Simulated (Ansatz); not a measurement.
Dimethylphenylsulfonium chloride (C₈H₁₁ClS), relaxed as a singlet with RKS r2SCAN-D4/def2-SVP in Ansatz, starting from the GFN2-xTB geometry. Force threshold 0.03 eV/Å.

Start:

```tsv
atom	x (Å)	y (Å)	z (Å)
C1	-0.6953	1.8676	-1.2895
S2	-0.3799	1.5596	0.4669
C3	1.4011	1.8672	0.5825
C4	-0.2250	-0.2837	0.2745
C5	-1.0318	-1.0129	1.1334
C6	-1.0381	-2.3968	1.0870
C7	-0.2326	-3.0580	0.1751
C8	0.5785	-2.3320	-0.6809
C9	0.5853	-0.9476	-0.6307
H10	-1.6994	1.5137	-1.5001
H11	-0.6421	2.9412	-1.4307
H12	0.0269	1.3408	-1.9010
H13	1.5292	2.9441	0.5851
H14	1.7396	1.4479	1.5247
H15	1.9199	1.4036	-0.2476
H16	-1.6562	-0.4832	1.8376
H17	-1.6725	-2.9570	1.7572
H18	-0.2348	-4.1370	0.1313
H19	1.2088	-2.8435	-1.3932
H20	1.2306	-0.4066	-1.3078
Cl21	-0.7122	3.9726	0.8262
```

```csv
step,energy (eV),largest force component (eV/Å),SCF passes
1,-31812.2964,0.996,21
2,-31812.4486,0.312,21
3,-31812.4755,0.137,20
4,-31812.4817,0.106,22
5 (rejected),-31812.4776,0.376,22
6,-31812.4844,0.025,22
```

Force components are those of the run's own axes.

End:

```
atom    x (Å)    y (Å)    z (Å)
  C1  -0.7196   1.9104  -1.2971
  S2  -0.3657   1.5376   0.4422
  C3   1.4074   1.8819   0.5996
  C4  -0.2255  -0.3164   0.2547
  C5  -1.0433  -1.0397   1.1281
  C6  -1.0393  -2.4381   1.0913
  C7  -0.2178  -3.1094   0.1825
  C8   0.6010  -2.3830  -0.6900
  C9   0.5999  -0.9856  -0.6572
 H10  -1.7620   1.6059  -1.4643
 H11  -0.6167   3.0017  -1.3702
 H12  -0.0423   1.3481  -1.9539
 H13   1.4737   2.9784   0.5739
 H14   1.7074   1.4879   1.5804
 H15   1.9666   1.3842  -0.2040
 H16  -1.6835  -0.5042   1.8374
 H17  -1.6804  -3.0017   1.7752
 H18  -0.2136  -4.2027   0.1518
 H19   1.2453  -2.9076  -1.4019
 H20   1.2477  -0.4368  -1.3486
Cl21  -0.6393   4.1892   0.7702
```

By distances, no bond broke or formed. The bond that changes most is S2–Cl21, from 2.46 to 2.69 Å (atoms count from 1).

No frequencies were taken in this run, so the end may be a saddle point.

It took 30 s on 4 threads of Arm Neoverse V1 on a shared host.
